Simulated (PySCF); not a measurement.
2-silylethylsilane (C2H10Si2), SMILES [SiH3]CC[SiH3]. Atoms are numbered in the order given.

```xyz
14

Si     0.0530    -2.3125     0.0000
C     -0.5665    -0.5231     0.0000
C      0.5665     0.5231     0.0000
Si    -0.0530     2.3125     0.0000
H      0.8918    -2.5631    -1.2106
H     -1.0892    -3.2748     0.0000
H      0.8918    -2.5631     1.2106
H     -1.2198    -0.3868    -0.8803
H     -1.2198    -0.3868     0.8803
H      1.2198     0.3868     0.8803
H      1.2198     0.3868    -0.8803
H     -0.8918     2.5631    -1.2106
H      1.0892     3.2748     0.0000
H     -0.8918     2.5631     1.2106
```
Charge 0, spin multiplicity 1.

Geometry: B3LYP-D3(BJ)/def2-SVP. Other conformers were not sampled.

The numbers are results of KT2/pcSseg-1 (PySCF), not measurements.

GIAO shieldings, no solvent; atoms alike by connectivity are averaged. δ = σ(ref) − σ: ²⁹Si against TMS (σ = 361.9 ppm); ¹³C against TMS (σ = 185.1 ppm); ¹H against TMS (σ = 31.47 ppm), references at their B3LYP-D3(BJ)/def2-TZVP geometries, non-relativistic.

```json
[
 {"atoms": "Si1, Si4", "nucleus": "²⁹Si", "count": "2", "δ (ppm)": "-62.6"},
 {"atoms": "C2, C3", "nucleus": "¹³C", "count": "2", "δ (ppm)": "10.1"},
 {"atoms": "H5, H6, H7, H12, H13, H14", "nucleus": "¹H", "count": "6", "δ (ppm)": "(withheld)"},
 {"atoms": "H8, H9, H10, H11", "nucleus": "¹H", "count": "4", "δ (ppm)": "(withheld)"}
]
```

Task: What belongs in the gaps? (An estimate is asked for; the answer gives what the named calculation found.)

Result: 
- H5, H6, H7, H12, H13, H14, δ (ppm): 4.18
- H8, H9, H10, H11, δ (ppm): 1.05
